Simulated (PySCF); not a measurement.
**Mn(21+) (manganese, charge +21) across methods**

[He] 2s2, closed-shell 1S. Calculation: PySCF 2.14, in an even-tempered Gaussian basis (19 s from 5.1 bohr⁻², ratio 2.2; 8 p from 7.9 bohr⁻², ratio 2.4; 6 d from 24 bohr⁻², ratio 2.4; 5 f from 36 bohr⁻², ratio 2.4; 4 g from 53 bohr⁻², ratio 2.4); scalar relativity by spin-free X2C-1e. The B2PLYP total includes its PT2 part (frozen core); its orbital energies are those of the SCF part.

| method | E (hartree) | mean ε 1s (eV) | mean ε 2s (eV) | Σ⟨r²⟩ (bohr²) | ⟨S²⟩ |
| --- | --- | --- | --- | --- | --- |
| PBE | -749.058 | -7722.8 | -1748.4 | 0.1589 | 0.000 |
| r2SCAN | -749.117 | -7741.1 | -1750.4 | 0.1591 | 0.000 |
| PBE0 | -749.093 | -7764.4 | -1757.3 | 0.1590 | 0.000 |
| UHF | -749.09030 | -7888.6 | -1782.9 | 0.1591 | 0.000 |
| M06 | -749.149 | -7763.7 | -1757.8 | 0.1589 | 0.000 |
| LDA | -747.032 | -7704.8 | -1745.1 | 0.1592 | 0.000 |

Question: Estimate the same row for B2PLYP.

Answer: E (hartree) = -749.275; mean ε 1s (eV) = -7812.0; mean ε 2s (eV) = -1767.1; Σ⟨r²⟩ (bohr²) = 0.1590; ⟨S²⟩ = 0.000.
